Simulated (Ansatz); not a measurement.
Reaction (redistribution): `N[CH2][Zn][SiH3]` + `FB(F)Br` → `N[CH2][Zn][F]` + `FB([SiH3])Br`

Gas-phase electronic energies from Ansatz, PBE0-D4/def2-TZVP geometries. CCSD(T)/CBS is the MP2 limit (def2-TZVPP, def2-QZVPP) plus CCSD(T) − MP2 in def2-TZVPP, frozen cores. DFT in def2-TZVPP. B3LYP here is the variant with VWN-RPA as its local correlation; programs differ in this. For Br, Zn outer-core shells are correlated without core-valence functions, which leaves a few kJ/mol of doubt a bond. Scalar relativity is left out up to krypton. One conformer a species, not always the lowest.

```
             level  ΔE (kcal/mol)  difference from CCSD(T)/CBS
            PBE-D4           20.7                          2.3
         r2SCAN-D4           21.2                          2.8
           PBE0-D4           21.6                          3.2
          B3LYP-D4           20.4                          2.0
           ωB97X-V           18.9                          0.5
           ωB97M-V           21.3                          2.9
            B2PLYP           20.0                          1.6
               PBE           20.9                          2.5
            r2SCAN           21.2                          2.8
              PBE0           21.8                          3.4
             B3LYP           20.8                          2.4
     HF/def2-TZVPP           21.0                          2.6
    MP2/def2-TZVPP           19.8                          1.4
SCS-MP2/def2-TZVPP           19.1                          0.7
   CCSD/def2-TZVPP           20.3                          1.9
CCSD(T)/def2-TZVPP           20.4                          2.0
     HF/def2-QZVPP           19.7                          1.3
    MP2/def2-QZVPP           18.2                         -0.2
SCS-MP2/def2-QZVPP           17.6                         -0.8
      HF/CBS(def2)           19.5                          1.1
     MP2/CBS(def2)           17.8                         -0.6
    CCSD/CBS(def2)           18.4                          0.0
       CCSD(T)/CBS           18.4                            0
```

Largest T1 diagnostic among the species: 0.015.

From PBE to PBE0 (25 % exact exchange), in def2-TZVPP and without D4, ΔE moves by +0.9 kcal/mol.
